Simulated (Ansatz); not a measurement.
Cartesian coordinates (Å):
SMILES: N#CCS
```xyz
7

N      2.1254     0.8467     0.1807
C      1.1555     0.2289     0.1678
C     -0.0791    -0.5371     0.1767
S     -1.5469     0.4504    -0.3048
H     -0.0159    -1.3424    -0.5553
H     -0.2277    -0.9870     1.1574
H     -1.4535     1.3401     0.6970
```
Charge 0, spin multiplicity 1.

Level of theory: frozen-core CCSD(T)/cc-pVTZ // B3LYP-D3(BJ)/def2-TZVP (Ansatz, an electronic-structure program).

```json
{
 "HF energy": "-529.51086 Ha",
 "MP2 correlation energy": "-0.68339 Ha"
}
```

Q: Estimate the CCSD correlation energy, the (T) correction, the total energy and the T1 diagnostic.

A: 
| Item | Value |
|---|---|
| CCSD correlation energy | -0.70986 Ha |
| (T) correction | -0.03481 Ha |
| CCSD(T) total energy | -530.25553 Ha |
| T1 diagnostic | 0.012 |
